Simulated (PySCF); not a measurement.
# How the method changes the shape and vibrations of B2H3O2 anion

These are calculations, not measurements. They come from PySCF 2.14.0, an open-source quantum chemistry program, on an isolated molecule that a program drew, which may never have been made. The molecule is B2H3O2 anion (charge -1, singlet), drawn as the SMILES string `BOB[O-]`.

The geometry was optimised and harmonic frequencies were computed with HF and MP2, all in the aug-cc-pVDZ basis, for the commonest isotopes, with a restricted reference for singlets and an unrestricted one otherwise, and a frozen core in MP2. Each result is a local minimum of its method.

Geometry at the HF minimum:
```xyz
7
B2H3O2 anion, angstrom
B    -1.2314    1.9215   -0.1544
O    -0.3031    1.3552   -0.9063
B     0.2241   -0.0235   -0.7455
O     0.3320   -0.6315    0.3575
H    -1.8914    1.3162    0.6588
H    -1.4633    3.1112   -0.3132
H     0.5473   -0.4327   -1.8662
```

Lengths of the bonds as drawn, in Å (atoms numbered as above):
```
 bond     HF    MP2
B1-O2  1.322  1.344
O2-B3  1.485  1.530
B3-O4  1.264  1.293
B1-H5  1.210  1.218
B1-H6  1.222  1.225
B3-H7  1.236  1.235
```

Rotational constants, in GHz:
```
constant,HF,MP2
A,24.95,24.87
B,5.782,5.38
C,4.793,4.632
```

Harmonic frequencies in cm^-1, each column in rising order, so a row needn't be the same motion in every method:
| rank | HF | MP2 |
|---|---|---|
| 1 | 103 | 89 |
| 2 | 229 | 228 |
| 3 | 294 | 314 |
| 4 | 598 | 530 |
| 5 | 828 | 735 |
| 6 | 972 | 877 |
| 7 | 1081 | 1013 |
| 8 | 1131 | 1047 |
| 9 | 1172 | 1085 |
| 10 | 1285 | 1215 |
| 11 | 1463 | ? |
| 12 | 1647 | 1503 |
| 13 | 2393 | 2405 |
| 14 | 2492 | 2470 |
| 15 | 2593 | 2533 |

**Estimate the missing MP2 frequency from the HF column.**

A single factor s that minimises the squared misfit of MP2 against s times HF over the other rows is sum(HF x MP2) / sum(HF^2) = 0.9660, with an rms misfit of 52 cm^-1. For rank 11 it gives 0.9660 x 1463 = 1413 cm^-1. The calculation gives 1382 cm^-1, 31 cm^-1 below the estimate. The drawn bonds are on average 1.3 % longer in MP2 than in HF.
